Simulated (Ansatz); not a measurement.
Calculated with Ansatz (gas phase, PBE0-D4/def2-TZVP geometries, no zero-point term in ΔE). CCSD(T)/CBS is the MP2 limit (def2-TZVPP, def2-QZVPP) plus CCSD(T) − MP2 in def2-TZVPP, frozen cores. Functionals use def2-TZVPP. B3LYP here is the variant with VWN-RPA as its local correlation; programs differ in this. One conformer a species, not always the lowest.

Consider the formal exchange of groups at the Si–C bond: `C#C[SiH2]C=O` + `C=N[SiH2]C` → `C#C[SiH2][SiH2]C` + `C=NC=O`.

| level | ΔE (kcal/mol) |
| --- | --- |
| B3LYP-D4 | 1.5 |
| ωB97X-V | 0.8 |
| HF/def2-TZVPP | 4.9 |
| CCSD(T)/def2-TZVPP | 2.3 |

(1) What does CCSD(T)/CBS give? (Best estimate.)

Largest T1 diagnostic among the species: 0.016.

Answers

(1) The calculation gave: +3.0 kcal/mol. The listed levels differ from it by -1.5, -2.2, 1.9, -0.7 kcal/mol.

From PBE to PBE0 (25 % exact exchange), in def2-TZVPP and without D4, ΔE moves by +0.8 kcal/mol. In def2-TZVPP, CCSD(T) changes the Hartree–Fock value by −2.7 kcal/mol (the triples alone add −0.6 kcal/mol) and MP2 by −1.7 kcal/mol.
